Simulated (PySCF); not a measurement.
Magnetic shielding above rings: a mixed set.

Probes without a nucleus sit at each ring's centroid and 1 Å off its mean plane on both sides; NICS is minus the shielding there, NICSzz its component along the normal. Level: GIAO PBE0/pcSseg-1 (PySCF, non-relativistic, gas phase) on the GFN2-xTB geometries, one conformer each. Atom numbers follow the mapped SMILES.

Problem. Order these rings by mean NICS(1)zz, lowest (most negative) first (ppm).
A. ring C3–C4–C5–C9 in `[H]/[N:10]=[C:9]1\[C@H:3]([SiH2:2][CH3:1])[CH2:4][C@:5]1([F:6])[CH2:7][F:8]`
B. ring C4–C5–C6–C8–N9 in `[CH2:1]=[C:2]([F:3])[C@@H:4]1[CH2:5][C@@H:6]([F:7])[CH2:8][N:9]1[SiH3:10]`
C. ring C7–C8–C9 in `[F:1][C@@H:2]1[CH2:3][CH2:4][NH:5][Si@H:6]1[C@@H:7]1[CH2:8][C@@H:9]1[F:10]`
D. ring N2–N3–C4–C6–N9 in `[CH3:1][n:2]1[n:3][c:4]([F:5])[c:6]([C:7]#[N:8])[n:9]1`
E. ring C4–C5–C6–C10 in `[CH2:1]=[N:2][SiH2:3][C@H:4]1[CH2:5][C@H:6]([CH:7]([F:8])[F:9])[CH2:10]1`
F. ring C2–C3–Si4–C5–C7–C9 in `[CH3:1][C:2]1=[CH:3][SiH2:4][C@@H:5]([F:6])[C@H:7]([Cl:8])[CH2:9]1`
G. ring C3–C4–C5–C6–C10–C11 in `[CH3:1][CH2:2][c:3]1[cH:4][cH:5][c:6]([C:7](=[O:8])[Cl:9])[cH:10][cH:11]1`

Solution. D (-28.5), G (-26.3), C (-21.4), B (-6.7), F (-1.2), A (1.0), E (3.6).

| SMILES | ring | NICS(0) | NICS(1) | NICS(1)zz | HOMA | rms pucker (Å) | ring atoms with four or more neighbours |
| --- | --- | --- | --- | --- | --- | --- | --- |
| Cn1nc(F)c(C#N)n1 | 5-membered ring with 3 N; formal bonds all aromatic | -14.1 | -12.3 | -28.5 | 0.96 | 0.00 | 0 |
| CCc1ccc(C(=O)Cl)cc1 | 6-membered carbocycle; formal bonds all aromatic | -8.3 | -11.1 | -26.3 | 0.98 | 0.00 | 0 |
| F[C@@H]1CCN[Si@H]1[C@@H]1C[C@@H]1F | 3-membered carbocycle; formal bonds all single | -39.9 | -8.4 | -21.4 | – | 0.00 | 3 |
| C=C(F)[C@@H]1C[C@@H](F)CN1[SiH3] | 5-membered ring with N; formal bonds all single | -5.7 | -3.2 | -6.7 | – | 0.15 | 4 |
| CC1=C[SiH2][C@@H](F)[C@H](Cl)C1 | 6-membered ring with Si; formal bonds 1 double, 5 single | -0.5 | -2.7 | -1.2 | – | 0.21 | 4 |
| [H]/N=C1\[C@H]([SiH2]C)C[C@]1(F)CF | 4-membered carbocycle; formal bonds all single | 5.1 | -1.0 | 1.0 | – | 0.02 | 3 |
| C=N[SiH2][C@H]1C[C@H](C(F)F)C1 | 4-membered carbocycle; formal bonds all single | -0.9 | -0.3 | 3.6 | – | 0.09 | 4 |

NICS(0) gives another order. The isotropic NICS(1) gives the same order. HOMA uses Krygowski's 1993 parameters; it is left out where a ring has a four-coordinate atom, a triple bond, no multiple bond or a kind of bond without parameters. NICS(1) and NICS(1)zz are means over the two faces.
